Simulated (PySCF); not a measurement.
Molecule: SMILES B([C@@H](C)N)(O)O, C$_{2}$H$_{8}$BNO$_{2}$.

Atoms are numbered as in `[CH3:1][C@@H:2]([NH2:3])[B:4]([OH:5])[OH:6]`. Hydrogens are named by the atom that carries them.

Geometry PBE0-D3(BJ)/def2-SVP throughout; GIAO in PySCF 2.14.0 with density-fitted response routines, gas phase, one conformer, non-relativistic; equivalent atoms averaged; basis pcSseg-1.

**Question.** How do the absolute shieldings σ depend on the functional? (ppm; last column core-seconds on 1 thread of an Arm Neoverse V1, shared host)

**Answer.** 
```tsv
functional	kind	C2	C1	N3	B4	O5/O6	H(O5)/H(O6)	H(C2)	H(C1)	H(N3)	core-s
PBE0	global hybrid	148.2	163.7	225.0	69.3	213.8	27.68	29.36	30.21	30.95	9.8
mPW1PW91	global hybrid	147.4	162.8	224.0	69.3	213.6	27.74	29.43	30.26	30.99	10
WP04	global hybrid	133.5	150.7	209.2	63.5	212.0	28.00	29.76	30.55	31.09	10
B97-2	global hybrid	147.5	162.8	223.1	71.3	216.6	27.88	29.49	30.32	31.05	10
BHandHLYP	global hybrid	149.0	163.4	225.6	71.3	222.0	27.84	29.69	30.38	31.06	9.8
CAM-B3LYP	range-separated hybrid	146.0	161.6	224.2	66.7	216.8	27.68	29.47	30.26	30.98	14
wB97X-D	range-separated hybrid	149.2	163.8	226.2	70.2	218.9	27.83	29.55	30.33	31.06	13
LC-wPBE	range-separated hybrid	155.2	168.8	233.1	68.7	222.6	27.64	29.52	30.29	31.02	20
```

**Question.** Which nucleus moves most, in ppm?

**Answer.** N3 (amine nitrogen): from 209.2 ppm with WP04 to 233.1 ppm with LC-wPBE. The smallest spread is 0.14 ppm, at H(N3). Proton shifts span only some 12 ppm, so a few tenths of a ppm matter as much there as several ppm in carbon.
